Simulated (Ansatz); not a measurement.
The cluster Sn4H7⁻, relaxed as a singlet with RKS PBE-D4/def2-SVPD in Ansatz, starting from the GFN1-xTB geometry. Force threshold 0.02 eV/Å.

In the def2 sets Sn takes a core potential; there is no spin–orbit coupling. Another isomer (singlet) lies 0.74 eV lower at PBE0-D4/def2-TZVPD; other spin states weren't run for this one.

Start:

```xyz
11

Sn    0.257   -1.452    2.335
Sn   -0.055   -0.520   -0.629
Sn   -0.468    1.288    1.489
Sn   -0.799    2.385   -1.233
H     1.997   -1.070    2.194
H     0.949    2.745   -1.315
H    -1.093   -1.605   -1.496
H    -2.183    0.816    1.491
H     0.446   -2.439    0.820
H     1.368   -0.972   -1.500
H    -0.417    0.823   -2.156
```

(1) Estimate the energy that the relaxation releases and the steps that it takes.

(2) Does the start keep its bonding?

(3) Predict the relaxed structure.

## Answers

(1) 0.31 eV, in 6 steps; 16 s on 4 threads of Arm Neoverse V2 on a shared host. No frequencies were taken in this run, so the end may be a saddle point.

(2) By distances, no bond broke or formed. The bond that changes most is Sn3–Sn4, from 2.95 to 3.10 Å (atoms count from 1).

(3) 
```xyz
11

Sn    0.437   -1.479    2.436
Sn   -0.049   -0.567   -0.595
Sn   -0.684    1.277    1.572
Sn   -0.650    2.504   -1.273
H     2.143   -1.017    2.040
H     1.157    2.593   -1.317
H    -1.257   -1.588   -1.338
H    -2.357    0.620    1.358
H     0.346   -2.362    0.782
H     1.462   -0.898   -1.393
H    -0.548    0.919   -2.273
```
Bond lengths (bridged metal pairs left out): 5 × Sn–Sn 2.92 to 3.20 Å; 7 × H–Sn 1.74 to 1.88 Å.
